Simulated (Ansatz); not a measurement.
Ansatz results at the PBE0-D4/def2-TZVP geometry: size of the dipole moment (B3LYP/def2-TZVPP) 1.05 D; HOMO energy (PBE0/def2-TZVPP) -5.80 eV; LUMO energy (PBE0/def2-TZVPP) 1.14 eV.

Each molecule was computed in one conformer, which needn't be the lowest.

Q: Which molecule gave them?
A. `COC=C(O)O`
B. `C=C(Cl)CF`
C. `O=CCOCO`
D. `C=C(F)B(S)Cl`

A: A. The others give `C=C(F)B(S)Cl`: 1.74, -7.80, -2.07; `C=C(Cl)CF`: 0.26, -7.62, -0.25; `O=CCOCO`: 3.02, -7.35, -0.74.

B3LYP here is the variant with VWN-RPA as its local correlation; programs differ in this.
